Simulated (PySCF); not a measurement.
**[LaCl2]+ at several levels of theory**

Computed with PySCF 2.14.0 (density fitting, no spin-orbit coupling) at the geometry relaxed with PBE0:

```xyz
3
[LaCl2]+ (singlet)
La    0.0000    0.0000   -0.6115
Cl    2.0309    0.0000    0.8578
Cl   -2.0309    0.0000    0.8578
```

```csv
level,basis,state,HOMO (eV),gap (eV),charge on La1 (e),population of f-type functions on La1 (core shells left out),dipole about the centre of mass (D),largest force component (eV/Å)
PBE0,"La def2-SVP with ECP46, Cl def2-SVP",singlet,-13.40,5.83,1.31,0.12,7.23,0.01
HF,the same,singlet,-16.35,11.16,1.57,0.13,8.60,0.58
PBE0,"La def2-TZVP with ECP46, Cl def2-TZVP",singlet,-13.39,5.88,1.52,0.11,7.15,0.20
```

Charges are Mulliken's, which hang on the basis. The relaxation used the grid (50, 194), these runs (75, 302) or, all-electron (x2c bases, spin-free X2C Hamiltonian), (99, 590).

Q: What does wB97X with La def2-SVP with ECP46, Cl def2-SVP give here?

A: state singlet, HOMO (eV) -15.64, gap (eV) 10.14, charge on La1 (e) 1.37, population of f-type functions on La1 (core shells left out) 0.13, dipole about the centre of mass (D) 7.81, largest force component (eV/Å) 0.07. Time: 2.2 s on 2 threads of Arm Neoverse V1, with other jobs on the host, from an already converged density.

In the first row's basis the gap widens with exact exchange: 5.8 eV for PBE0 (a fixed share); 10.1 to 11.2 eV for wB97X, Hartree–Fock (rising or full at long range).
